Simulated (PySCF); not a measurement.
CH8Cl2Si3, SMILES [SiH3]C[Si]([SiH3])(Cl)Cl.

Geometry optimised at PBE-D3(BJ)/def2-SVP. This is a generated structure with no PubChem entry under its InChIKey; it may be hypothetical. One conformer was computed; it need not be the lowest.

Computed with PBE-D3(BJ)/def2-SVP in PySCF.

Frequencies are harmonic and unscaled.

Computed vibrational spectrum:
| mode | ν (cm⁻¹) | IR (km/mol) | moving atoms (share of kinetic energy) |
|---|---|---|---|
| 1 | 26 | 0.7 | Si 38 %, H 38 %, Cl 16 % |
| 2 | 78 | 0.0 | Si 46 %, H 27 %, Cl 27 % |
| 3 | 95 | 0.6 | Cl 39 %, Si 35 %, H 24 % |
| 4 | 110 | 0.3 | H 63 %, Si 22 %, Cl 13 % |
| 5 | 118 | 0.5 | H 57 %, Cl 24 %, Si 15 % |
| 6 | 124 | 2.4 | H 51 %, Cl 22 %, Si 14 %, C 14 % |
| 7 | 166 | 7.2 | Cl 58 %, Si 29 % |
| 8 | 196 | 6.6 | Si 34 %, H 26 %, Cl 23 %, C 16 % |
| 9 | 223 | 1.0 | Si 38 %, Cl 33 %, H 16 %, C 13 % |
| 10 | 372 | 10.4 | Si 43 %, Cl 30 %, H 14 %, C 13 % |
| 11 | 472 | 5.1 | H 82 % |
| 12 | 484 | 30.5 | H 75 %, Si 14 %, Cl 10 % |
| 13 | 492 | 19.3 | H 77 %, Si 14 % |
| 14 | 525 | 45.1 | Si 58 %, H 24 %, Cl 17 % |
| 15 | 559 | 20.7 | H 42 %, Si 42 %, Cl 15 % |
| 16 | 577 | 51.9 | Si 57 %, H 23 %, Cl 15 % |
| 17 | 697 | 57.5 | C 43 %, H 35 %, Si 21 % |
| 18 | 735 | 115.0 | H 57 %, C 29 %, Si 13 % |
| 19 | 748 | 155.6 | H 42 %, C 32 %, Si 26 % |
| 20 | 829 | 116.8 | H 85 %, Si 12 % |
| 21 | 890 | 110.2 | H 92 % |
| 22 | 897 | 90.3 | H 97 % |
| 23 | 899 | 36.0 | H 97 % |
| 24 | 910 | 45.0 | H 97 % |
| 25 | 915 | 33.9 | H 97 % |
| 26 | 971 | 0.8 | H 96 % |
| 27 | 1026 | 69.4 | H 59 %, C 38 % |
| 28 | 1319 | 9.0 | H 92 % |
| 29 | 2155 | 35.1 | H 99 % |
| 30 | 2163 | 58.5 | H 98 % |
| 31 | 2169 | 104.9 | H 96 % |
| 32 | 2174 | 93.1 | H 96 % |
| 33 | 2183 | 54.5 | H 96 % |
| 34 | 2192 | 70.3 | H 96 % |
| 35 | 2984 | 0.3 | H 95 % |
| 36 | 3051 | 0.5 | H 91 %, C 9 % |
